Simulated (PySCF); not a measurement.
Task: What does the PBE0-D3(BJ)/def2-SVP structure of `CCO[Si@@H]1C[C@H](CF)[SiH2]O1` look like in three dimensions?

Result: 
```
atom  x, y, z in Å
C1     3.361    0.754    0.909
C2     2.291    0.533   -0.139
O3     1.073    0.110    0.438
Si4   -0.162    1.100    0.911
C5    -1.619    0.045    1.453
C6    -2.919    0.684    0.914
C7    -4.059   -0.305    0.800
F8    -3.748   -1.286   -0.115
Si9   -2.441    1.590   -0.703
O10   -0.826    1.921   -0.392
H11    3.082    1.567    1.598
H12    4.318    1.023    0.435
H13    3.512   -0.160    1.502
H14    2.607   -0.256   -0.842
H15    2.141    1.448   -0.740
H16    0.331    2.111    1.890
H17   -1.663   -0.125    2.542
H18   -1.476   -0.941    0.977
H19   -3.249    1.482    1.605
H20   -4.990    0.191    0.473
H21   -4.255   -0.799    1.769
H22   -3.206    2.859   -0.883
H23   -2.585    0.755   -1.929
```

Orientation and origin are arbitrary. Atoms count from 1 in this order. The 2 C–Si bonds span 1.879 Å (Si4–C5, drawn single) to 1.914 Å (C6–Si9, drawn single), a spread of 0.035 Å. The C–C distances run from 1.514 Å (C6–C7, drawn single) to 1.545 Å (C5–C6, drawn single), a spread of 0.031 Å. Si4 (oxygen-bound silicon) is distorted tetrahedral (angles from 101.1° to 116.6°). O10 (siloxane oxygen) is bent (angle 115.4°).

Bonds between heavy atoms (Å): C1–C2 1.514, C2–O3 1.412, O3–Si4 1.652, Si4–C5 1.879, C5–C6 1.545, C6–C7 1.514, C7–F8 1.376, C6–Si9 1.914, Si9–O10 1.678, Si4–O10 1.677.

Method used: PBE0-D3(BJ)/def2-SVP geometry optimisation, gas phase (PySCF).

Point group: C1 (no symmetry element, even within 0.4 Å). Whether it is a minimum is left open (no frequencies). The numbers are those of one conformer (C1–C2–O3–Si4 92°, C2–O3–Si4–C5 174°, C5–C6–C7–F8 -63°, O3–Si4–C5–C6 -139°, Si4–C5–C6–C7 157°, C5–C6–Si9–O10 -27°, C6–Si9–O10–Si4 13°).
